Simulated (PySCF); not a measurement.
**Working out the ionisation energy of Ge**

Ge [Ar] 3d10 4s2 4p2 (3P) → Ge+ [Ar] 3d10 4s2 4p1 (2P). All numbers are calculated (PySCF 2.14, a scalar-relativistic core potential, in aug-cc-pVTZ-PP with one added diffuse shell each of s, d, f type with ECP10MDF (7s5p5d3f, 68 functions)). Frozen: 3s2 3p6 3d10. Energies in hartree (1 hartree = 27.21139 eV):

| part | Ge (lower) | Ge+ (upper) |
| --- | --- | --- |
| UHF | -293.352854 | -293.080761 |
| CCSD correlation | -0.065301 | -0.051352 |
| (T) | -0.001902 | -0.000794 |

Task: What does Hartree-Fock give?

Result: (-293.080761) − (-293.352854) = 0.272093 hartree = 7.404 eV.

Task: What do CCSD and CCSD(T) give?

Result: The CCSD correlation energies differ by 0.013949 hartree = 0.380 eV and the triples by 0.001108 hartree = 0.030 eV, so CCSD gives 7.784 eV and CCSD(T) 7.814 eV.

Measured between the centres of the two terms (NIST): 7.925 eV, so CCSD(T) (valence) is off by -0.111 eV.

What remains against the reference includes basis incompleteness, the frozen core and higher excitations.
